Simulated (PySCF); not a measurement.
**CdH₂, singlet: structure and spectrum**

Level of theory: PBE0 in PySCF with Cd def2-TZVP with ECP28, H def2-TZVP; scalar-relativistic core potentials, no spin–orbit coupling; density-fitted integrals.

The structure is a minimum.

Z-matrix (Å, degrees; charge 0 multiplicity 1):
```
Cd
H  1 1.6776
H  1 1.6776 2 180.00
```

```json
{"Point group": "D∞h", "Bond lengths": "Cd–H 1.678 Å (×2)", "Bond angles": "H–Cd–H 180.0°", "Dipole moment": "0.00 D", "Heat capacity Cp at 298.15 K": "37.2 J/(mol K)", "Highest occupied level": "-7.79 eV", "Rotational symmetry number": "2", "Principal quadrupole moments (Buckingham, traceless) about the centre of mass": "-7.24, 3.62, 3.62 D Å", "Enthalpy at 298.15 K above 0 K": "9.41 kJ/mol", "Entropy at 298.15 K and 1 bar": "209.2 J/(mol K)", "Rotational constants": "2.972 cm⁻¹", "Atomisation energy without zero-point energy": "375 kJ/mol", "Zero-point energy": "29.4 kJ/mol", "Lowest empty level": "-0.70 eV", "Principal polarisabilities": "25.6, 25.6, 41.4 bohr³"}
```

Harmonic modes (masses in u: Cd 113.903, H 1.008):
```tsv
symmetry	ω (cm⁻¹)	IR (km/mol, summed over degenerate members)	μ (u)	type
πu	642	285	1.03	bend
σu+	1806	403	1.03	stretch
σg+	1826	0.0	1.01	stretch
```

In D∞h the vibrations span πu + σu+ + σg+. The σg+ mode carries no infrared intensity, as symmetry demands. With a centre of inversion only u modes can be infrared active and only g modes Raman active.

Charges (e):
| atom | Mulliken | Löwdin | polar tensor | Mayer order to Cd1 |
| --- | --- | --- | --- | --- |
| Cd1 | 0.29 | 0.35 | 0.66 | – |
| H2,3 | -0.15 | -0.17 | -0.33 | 0.92 |

Mulliken populations on Cd1 (electrons outside its core potential): s 3.20, p 6.57, d 9.93, f 0.00.

Outer orbital energies (eV). occupied: -15.51, -14.83, -14.83, -14.73, -14.73, -9.25, -7.79; empty: -0.70, -0.70, 0.69, 3.09.

Counting electrons, cadmium keeps none of its valence electrons outside its bonds, so the VSEPR class is AX2 and the expected shape is linear (D∞h), as computed.

The final relaxation and frequency run took roughly 11 core-seconds on a shared host.
